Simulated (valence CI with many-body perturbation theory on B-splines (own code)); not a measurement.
## Au47+: E2, M1 decay

Calculated by relativistic CI+MBPT: four valence electrons over a frozen Dirac-Fock core [Ar] 3d10, a basis of 11 s, 11 p, 9 d, 7 f, 5 g, 2 h, 1 i functions for each j, with the one-electron correlation potential Σ1, the two-electron term Σ2, the three-electron term Σ3, Breit, model QED; selected CI, second order for the rest (own B-spline code, finite nucleus).

The last digits are not significant, and no measured levels were compared; by estimate large intervals hold to a few tenths of a per cent, small ones and those within an open d or f shell to about a per cent.

Lines 1 to 13 of 13 in falling wavelength, among levels below 4999.8 × 10³ cm⁻¹, chosen from the decays that carry over 1 % of a level's rate. Wavelengths and rates use the calculated energies. Electric multipoles are in the length gauge, E1 and E2 with the static RPA response of the core. Weak lines are less certain than strong ones. Lines between different terms over intervals too small for the method are left out, as are lines whose strength nearly cancels.

Levels are named by their leading jj configuration (3d3/2^4 stands for four electrons in 3d with j = 3/2), which in mixed levels can hold well under half, so a name can repeat and another be missing.

| λ vac (Å) | Upper | Lower | Type | A (s⁻¹) | Branch % |
| --- | --- | --- | --- | --- | --- |
| 137.4 | (4s^2 4p3/2 4d5/2) J=4 | (4s 4p1/2 4p3/2^2) J=3 | M1 | 4.08e+05 | 3.1 |
| 96.88 | (4s^2 4p3/2 4d5/2) J=4 | (4s^2 4p1/2 4d5/2) J=3 | M1 | 1.11e+07 | 83.1 |
| 96.88 | (4s^2 4p3/2 4d5/2) J=4 | (4s^2 4p1/2 4d5/2) J=3 | E2 | 2.14e+05 | 1.6 |
| 95.78 | (4s^2 4p3/2 4d5/2) J=4 | (4s^2 4p1/2 4d5/2) J=2 | E2 | 3.34e+05 | 2.5 |
| 94.17 | (4s^2 4p1/2 4p3/2) J=1 | (4s^2 4p1/2^2) J=0 | M1 | 1.46e+07 | 100.0 |
| 91.68 | (4s^2 4p3/2^2) J=2 | (4s^2 4p1/2 4p3/2) J=2 | M1 | 1.17e+07 | 40.7 |
| 91.68 | (4s^2 4p3/2^2) J=2 | (4s^2 4p1/2 4p3/2) J=2 | E2 | 1.09e+06 | 3.8 |
| 90.92 | (4s^2 4p1/2 4p3/2) J=2 | (4s^2 4p1/2^2) J=0 | E2 | 6.00e+05 | 100.0 |
| 88.59 | (4s^2 4p3/2^2) J=2 | (4s^2 4p1/2 4p3/2) J=1 | M1 | 1.21e+07 | 42.0 |
| 88.59 | (4s^2 4p3/2^2) J=2 | (4s^2 4p1/2 4p3/2) J=1 | E2 | 5.19e+05 | 1.8 |
| 85.27 | (4s^2 4p3/2^2) J=0 | (4s^2 4p1/2 4p3/2) J=2 | E2 | 2.13e+06 | 6.3 |
| 82.59 | (4s^2 4p3/2^2) J=0 | (4s^2 4p1/2 4p3/2) J=1 | M1 | 2.83e+07 | 83.7 |
| 54.22 | (4s^2 4p3/2 4d5/2) J=4 | (4s 4p1/2^2 4p3/2) J=2 | E2 | 1.80e+05 | 1.3 |
